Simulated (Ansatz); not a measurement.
lithium fluoride (FLi), singlet, at a GFN2-xTB geometry (such geometries of metal compounds can be far from the true shape), atoms displaced at random by about 0.02 Å a coordinate; PBE/pcseg-1 (Ansatz, an electronic-structure program).

The Ansatz input:
Ansatz 0.2 input:
```yaml
crystal:
  periodic: [false, false, false]
  atoms:
    - {symbol: Li, position_ang: [0.01178841, -0.00640922, -1.15022454]}
    - {symbol: F, position_ang: [-0.02226844, 0.02289114, 0.36057885]}
basis:
  gaussian:
    orbitals: pcseg-1.json
hamiltonian:
  xc: pbe
relax: {max_displacement: 0.02}
```
The basis file holds pcseg-1 in the JSON format of the Basis Set Exchange.

Task: Write the output that Ansatz gives for this input, abridged.

Result: 
```
Functional definition: PBE
262 factors; their error is unknown
mean field evaluation 1: about -2914.9672 eV, gradient 5.1e1 eV
mean field evaluation 2: about -2736.5856 eV, gradient 2.4e2 eV
mean field evaluation 4: about -2919.1652 eV, gradient 2.3e0 eV
mean field evaluation 8: about -2919.1608 eV, gradient 4.3e-2 eV
mean field -2919.16079285 eV, -107.2771804590 hartree, gradient 3.3e-5 eV, S^2 0.000000; 0 other end points of the search recorded, 0 dependent functions left out
the calculation of the forces begins
reference -2919.16083462 eV, -107.2771819941 hartree; 6, 6 occupied and 17, 17 virtual orbitals, 262 factors
relax step   1: F+E_penalty+E_count = -2919.16079285 eV  Δ(F+E_penalty+E_count) = +0.000e0 eV  max|allowed force component| = 1.313e0 eV/Å  Δτ_max = 0.0000 Å  (20 SCF iters, accepted)
these checks for a lower state are left out or cut short: starts, cluster_reference, orbital_swaps, neighbouring_geometries, increment
262 factors; their error is unknown
mean field evaluation 16: about -2919.1898 eV, gradient 1.8e-2 eV
mean field -2919.18976147 eV, -107.2782450360 hartree, gradient 1.6e-5 eV, S^2 0.000000; 0 other end points of the search recorded, 0 dependent functions left out
the calculation of the forces begins
reference -2919.18980334 eV, -107.2782465748 hartree; 6, 6 occupied and 17, 17 virtual orbitals, 262 factors
relax step   2: F+E_penalty+E_count = -2919.18976147 eV  Δ(F+E_penalty+E_count) = -2.897e-2 eV  max|allowed force component| = 6.760e-1 eV/Å  Δτ_max = 0.0147 Å  (19 SCF iters, accepted)
these checks for a lower state are left out or cut short: starts, cluster_reference, orbital_swaps, neighbouring_geometries, increment
262 factors; their error is unknown
mean field -2919.20179436 eV, -107.2786872369 hartree, gradient 1.9e-5 eV, S^2 0.000000; 0 other end points of the search recorded, 0 dependent functions left out
the calculation of the forces begins
reference -2919.20183634 eV, -107.2786887796 hartree; 6, 6 occupied and 17, 17 virtual orbitals, 262 factors
relax step   3: F+E_penalty+E_count = -2919.20179436 eV  Δ(F+E_penalty+E_count) = -1.203e-2 eV  max|allowed force component| = 4.947e-2 eV/Å  Δτ_max = 0.0200 Å  (19 SCF iters, accepted)
these checks for a lower state are left out or cut short: starts, cluster_reference, orbital_swaps, neighbouring_geometries, increment
262 factors; their error is unknown
mean field evaluation 32: about -2919.2019 eV, gradient 7.0e-6 eV
mean field -2919.20185413 eV, -107.2786894332 hartree, gradient 7.0e-6 eV, S^2 0.000000; 0 other end points of the search recorded, 0 dependent functions left out
the calculation of the forces begins
reference -2919.20189610 eV, -107.2786909756 hartree; 6, 6 occupied and 17, 17 virtual orbitals, 262 factors
relax step   4: F+E_penalty+E_count = -2919.20185413 eV  Δ(F+E_penalty+E_count) = -5.977e-5 eV  max|allowed force component| = 2.227e-2 eV/Å  Δτ_max = 0.0022 Å  (17 SCF iters, accepted)
these checks for a lower state are left out or cut short: starts, cluster_reference, orbital_swaps, neighbouring_geometries, increment
262 factors; their error is unknown
mean field -2919.20186903 eV, -107.2786899808 hartree, gradient 1.7e-5 eV, S^2 0.000000; 0 other end points of the search recorded, 0 dependent functions left out
the calculation of the forces begins
reference -2919.20191100 eV, -107.2786915232 hartree; 6, 6 occupied and 17, 17 virtual orbitals, 262 factors
relax step   5: F+E_penalty+E_count = -2919.20186903 eV  Δ(F+E_penalty+E_count) = -1.490e-5 eV  max|allowed force component| = 9.966e-6 eV/Å  Δτ_max = 0.0007 Å  (14 SCF iters, accepted)
262 factors; their error is unknown
mean field -2919.20186903 eV, -107.2786899808 hartree, gradient 1.7e-5 eV, S^2 0.000000; 1 other end points of the search recorded, 0 dependent functions left out
the calculation of the forces begins
reference -2919.20191100 eV, -107.2786915232 hartree; 6, 6 occupied and 17, 17 virtual orbitals, 262 factors
Total energy: -2919.20191100 eV, -107.2786915232 hartree
Atom 0 at     0.012536    -0.007052    -1.183383 Å, force    -0.000000     0.000000     0.000010 eV/Å
Atom 1 at    -0.023016     0.023534     0.393737 Å, force     0.000000    -0.000000    -0.000010 eV/Å
Dipole moment:     0.026681    -0.022954    -1.183592 e Å
```
